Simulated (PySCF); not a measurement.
**Calculated NMR parameters of C[Si](C)(C)c1ccccn1**

| Quantity | Value |
| --- | --- |
| Formula | C8H13NSi |
| SMILES | C[Si](C)(C)c1ccccn1 |
| InChI | InChI=1S/C8H13NSi/c1-10(2,3)8-6-4-5-7-9-8/h4-7H,1-3H3 |
| Point group of the computed structure | C1 |
| Degrees of unsaturation | 4 |
| Carbon signals | 6 |
| Proton signals | 5 |

Mapped SMILES: `[CH3:1][Si:2]([CH3:3])([CH3:4])[c:5]1[cH:6][cH:7][cH:8][cH:9][n:10]1`; H(Xn) means a hydrogen on atom n.

Computed data (PySCF 2.14.0 with density-fitted response routines): geometry from PBE0-D3(BJ)/def2-SVP, B3LYP/pcSseg-1 with gauge-including orbitals. No solvent model, equivalent nuclei averaged, no relativistic terms, one conformer.

δ = σ(ref) − σ, references computed at the same level: TMS for ¹H (σ = 31.38 ppm), ¹³C (σ = 179.24 ppm), ²⁹Si (σ = 337.86 ppm); ¹⁵N (σ = 263.54 ppm) vs NH3.

| carbon | δC, type | δH (multiplicity) | HMBC from (2–3 bonds) | span of the C tensor (ppm) |
| --- | --- | --- | --- | --- |
| C1/C3/C4 | -1.7, CH3 | 0.31 (s) | H(C1)/H(C3)/H(C4) | 8 |
| C5 | 176.8, C | – | H(C9), H(C7), H(C6), H(C1)/H(C3)/H(C4) | 252 |
| C6 | 134.1, CH | 7.33 (m) | H(C7), H(C8) | 247 |
| C7 | 139.4, CH | 7.42 (m) | H(C9), H(C6), H(C8) | 251 |
| C8 | 127.6, CH | 6.95 (m) | H(C9), H(C7), H(C6) | 231 |
| C9 | 156.1, CH | 8.77 (d) | H(C7), H(C8) | 230 |

Other nuclei:
| atoms | nucleus | environment | δ (ppm) | σ (ppm) |
| --- | --- | --- | --- | --- |
| Si2 | ²⁹Si | silicon bonded to 4 C | -7.2 | 345.1 |
| N10 | ¹⁵N | pyridine-type ring nitrogen | 386.0 | -122.4 |

Carbon types of the structure: 1 × C, 4 × CH, 3 × CH3, which accounts for all hydrogens. δC 176.8: substituted aromatic carbon next to a ring nitrogen. δC 156.1: aromatic CH next to a ring nitrogen; the adjacent pyridine-type nitrogen withdraws density from it. δC 139.4, 134.1, 127.6: aromatic CH; the aromatic region. δH 8.77: hydrogen on an aromatic CH next to a ring nitrogen; ring current plus the neighbouring ring nitrogen. δH 0.31: hydrogen on a methyl carbon bonded to Si; an electropositive neighbour shields it, as in TMS itself.

Shifts are as computed. Against solution values, carbons near 30 ppm lie about +2 ppm off and those near 130 ppm about +6 ppm. Of 1211 compounds with measured shifts, 218 miss one by over three times the rms of a fit or turn the order of signals round; such compounds aren't used in these exercises. Experimental scales use liquid or dissolved standards, which lie at an offset from isolated NH3 (liquid NH3: subtract about 20 ppm). Unscaled 15N shifts of sp2 nitrogen come out 20 to 40 ppm too high even then. Multiplicities follow the n + 1 count of equivalent neighbours, as no J values were calculated; m marks all less simple cases, F and P coupling included.
